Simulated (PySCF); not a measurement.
V(Cp)2, C₁₀H₁₀V, quartet (GFN2-xTB optimised geometry):

```
21

V     -0.051    -0.150     0.000
C      2.133    -0.150     0.000
C      1.677     0.909     0.813
C      0.939     1.795     0.000
C      0.939     1.284    -1.315
C      1.677     0.081    -1.315
H      2.808    -0.940     0.307
H      1.942     1.072     1.850
H      0.541     2.755     0.307
H      0.541     1.784    -2.189
H      1.942    -0.500    -2.189
C     -1.236    -1.937    -0.410
C     -2.007    -0.798    -0.719
C     -2.181    -0.054     0.467
C     -1.516    -0.734     1.509
C     -0.932    -1.898     0.967
H     -1.013    -2.755    -1.085
H     -2.478    -0.590    -1.672
H     -2.808     0.822     0.580
H     -1.546    -0.469     2.559
H     -0.437    -2.679     1.530
```

Calculation: unrestricted B3LYP/def2-SVP run with PySCF.

Q: What are the frontier orbital energies (α orbitals alone; a β orbital can be the lowest empty one) and the dipole moment?

A: HOMO-2 -5.23 eV, HOMO-1 -4.99 eV, HOMO -4.99 eV, LUMO 0.43 eV, LUMO+1 0.94 eV; dipole moment 0.00 D.

On the same geometry unrestricted PBE/def2-SVP in PySCF gives HOMO-2 -3.86 eV, HOMO-1 -3.85 eV, HOMO -3.76 eV, LUMO -0.30 eV, LUMO+1 -0.30 eV; dipole moment 0.00 D.

Meta-Löwdin charges at B3LYP/def2-SVP: V1 0.84, C2 -0.19, C3 -0.19, C4 -0.19, C5 -0.19, C6 -0.19, H7 0.11, H8 0.11, H9 0.11, H10 0.11, H11 0.11, C12 -0.19, C13 -0.19, C14 -0.19, C15 -0.19, C16 -0.19, H17 0.11, H18 0.11, H19 0.11, H20 0.11, H21 0.11.
